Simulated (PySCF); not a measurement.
## Nuclear quadrupole coupling in `CC/C(C(=O)Cl)=C(\C)[SiH3]`

Species: C6H11ClOSi.
Numbering: `[CH3:1][CH2:2]/[C:3]([C:4](=[O:5])[Cl:6])=[C:7](\[CH3:8])[SiH3:9]` (hydrogens: H10, H11, H12 on C1; H13, H14 on C2; H15, H16, H17 on C8; H18, H19, H20 on Si9)

Cartesian coordinates in Å at the GFN2-xTB level; atoms count from 1:
```
atom  x, y, z in Å
C1    -2.243   -0.213    1.101
C2    -1.681    0.308   -0.223
C3    -0.303   -0.241   -0.476
C4    -0.148   -1.525   -1.114
O5     0.902   -2.062   -1.361
Cl6   -1.619   -2.383   -1.559
C7     0.862    0.343   -0.114
C8     0.929    1.651    0.589
Si9    2.531   -0.488   -0.516
H10   -2.325   -1.297    1.076
H11   -1.594    0.064    1.928
H12   -3.232    0.202    1.280
H13   -2.346    0.011   -1.035
H14   -1.648    1.398   -0.207
H15    1.334    2.395   -0.097
H16    1.627    1.578    1.421
H17   -0.030    2.000    0.961
H18    2.717   -1.694    0.281
H19    3.496    0.499    0.017
H20    2.763   -0.537   -1.953
```

Field gradients from the PBE0/pcSseg-1 density (PySCF, non-relativistic), principal values in atomic units, ordered |Vxx| ≤ |Vyy| ≤ |Vzz|:

| atom | Vxx | Vyy | Vzz |
| --- | --- | --- | --- |
| O5 | 0.5998 | 0.7910 | -1.3908 |
| Cl6 | -1.1542 | -2.1871 | 3.3413 |

Question: Find the asymmetry η = (Vxx − Vyy)/Vzz and the couplings χ = eQV/h (234.96 MHz × Q in barn × V in au), with Q(17O) = −0.0256 b, Q(35Cl) = −0.0817 b.

Answer: 
| atom | environment | nucleus | η | χzz (MHz) | χxx (MHz) | χyy (MHz) |
| --- | --- | --- | --- | --- | --- | --- |
| O5 | carbonyl oxygen | 17O | 0.14 | 8.37 | -3.61 | -4.76 |
| Cl6 | chlorine bonded to C | 35Cl | 0.31 | -64.14 | 22.16 | 41.98 |

The tensor is traceless: Vxx + Vyy + Vzz = 0.

Question: What is Vzz at O5 in SI units (1 au = 9.71736 × 10²¹ V/m²)?

Answer: -1.3908 au = -13.515 × 10²¹ V/m².

Question: And the gradient at the other heavy atoms, for which no coupling is worked out here?

Answer: 
```
atom                      environment  Vzz (au)     η
  C1                    methyl carbon     0.090  0.14
  C2                   allylic carbon    -0.097  0.98
  C3  fully substituted alkene carbon    -0.202  0.95
  C4               acyl halide carbon    -0.469  0.51
  C7  fully substituted alkene carbon     0.516  0.29
  C8                   allylic carbon     0.068  0.77
 Si9                     SiH3 silicon    -0.311  0.81
```

Question: What couplings would deuterons (Q(2H) = 0.00286 b) have in place of the hydrogens, at this geometry?

Answer: 
```json
{"atom": "H10", "bonded to": "C1", "bond length (Å)": "1.087", "Vzz (au)": "0.3123", "η": "0.03", "χzz (kHz)": "210"}
{"atom": "H11", "bonded to": "C1", "bond length (Å)": "1.088", "Vzz (au)": "0.3137", "η": "0.03", "χzz (kHz)": "211"}
{"atom": "H12", "bonded to": "C1", "bond length (Å)": "1.087", "Vzz (au)": "0.3160", "η": "0.02", "χzz (kHz)": "212"}
{"atom": "H13", "bonded to": "C2", "bond length (Å)": "1.090", "Vzz (au)": "0.2996", "η": "0.04", "χzz (kHz)": "201"}
{"atom": "H14", "bonded to": "C2", "bond length (Å)": "1.090", "Vzz (au)": "0.3053", "η": "0.02", "χzz (kHz)": "205"}
{"atom": "H15", "bonded to": "C8", "bond length (Å)": "1.090", "Vzz (au)": "0.3095", "η": "0.03", "χzz (kHz)": "208"}
{"atom": "H16", "bonded to": "C8", "bond length (Å)": "1.088", "Vzz (au)": "0.3108", "η": "0.03", "χzz (kHz)": "209"}
{"atom": "H17", "bonded to": "C8", "bond length (Å)": "1.086", "Vzz (au)": "0.3147", "η": "0.03", "χzz (kHz)": "211"}
{"atom": "H18", "bonded to": "Si9", "bond length (Å)": "1.457", "Vzz (au)": "0.1687", "η": "0.03", "χzz (kHz)": "113"}
{"atom": "H19", "bonded to": "Si9", "bond length (Å)": "1.479", "Vzz (au)": "0.1497", "η": "0.03", "χzz (kHz)": "101"}
{"atom": "H20", "bonded to": "Si9", "bond length (Å)": "1.457", "Vzz (au)": "0.1688", "η": "0.03", "χzz (kHz)": "113"}
```

Isolated species at its GFN2-xTB geometry (one conformer only). GFN2-xTB bond lengths can be off by several hundredths of an ångström, more for odd bonds, and the gradients follow them. These gradients aren't converged with respect to the basis.

These values come from a run that also computed NMR shieldings. The run took 32 s wall on an x86-64 server with one thread, no GPU, on a shared host.
